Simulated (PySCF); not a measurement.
## Polarisability and C₆ of C²⁺ (carbon, charge +2)

[He] 2s1 2p1, high-spin 3P determinant (an excited configuration). Computed with PySCF 2.14 in x2c-TZVPPall with one added diffuse shell each of s, p, d type (6s4p3d1f, 40 functions), with scalar relativity by spin-free X2C-1e. Coupled (time-dependent) response in atomic units; α is the mean over directions.

```csv
method,mean α (bohr³),"α xx, yy, zz",C₆ (like pair),S(−4)
UHF,2.822,"3.555, 1.357, 3.555",3.448,12.61
PBE,2.853,"3.557, 1.444, 3.557",3.414,14.60
PBE0,2.849,"3.566, 1.416, 3.566",3.424,14.17
BHandHLYP,2.784,"3.485, 1.381, 3.485",3.338,13.02
revPBE,2.871,"3.583, 1.448, 3.583",3.451,14.72
```

S(−4) is the Cauchy moment in α(ω) = α(0) + S(−4) ω² + …

α(iu) at PBE0:

```csv
u (hartree),α(iu) (bohr³)
0,2.849
0.0500,2.815
0.100,2.717
0.200,2.406
0.300,2.060
0.500,1.508
0.750,1.075
1.00,0.8043
1.50,0.4932
2.00,0.3295
3.00,0.1750
5.00,0.07358
```

A single London oscillator, α(iu) = α/(1 + u²/ω²), gives C₆ = (3/4) ω α². Matching the computed C₆ needs ω = 4 × 3.424 / (3 × 2.849²) = 0.562 hartree.

For an ion, C₆ is the dispersion term alone; charge-induced terms of lower order in 1/R come first.

The components differ because the open shell of this determinant is not spherical; for a pure term their mean is the scalar polarisability.
